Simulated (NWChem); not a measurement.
System: SbF2 cation; SMILES [F][Sb+][F]

Computed with NWChem. def2 effective core potentials on Sb; no spin-orbit coupling. Each level has its own optimisation; frequencies are unscaled.

| level | r F–Sb (Å) | highest harmonic frequency (cm⁻¹) | lowest (cm⁻¹) | zero-point energy (kcal/mol) |
|---|---|---|---|---|
| Hartree-Fock/STO-3G (all-electron, non-relativistic) | 1.834 | 729 | 284 | 2.5 |
| PBE/def2-SVP (core potentials) | 1.904 | 685 | 199 | 2.2 |
| PBE0/def2-SVP (core potentials) | 1.878 | 728 | 215 | 2.4 |
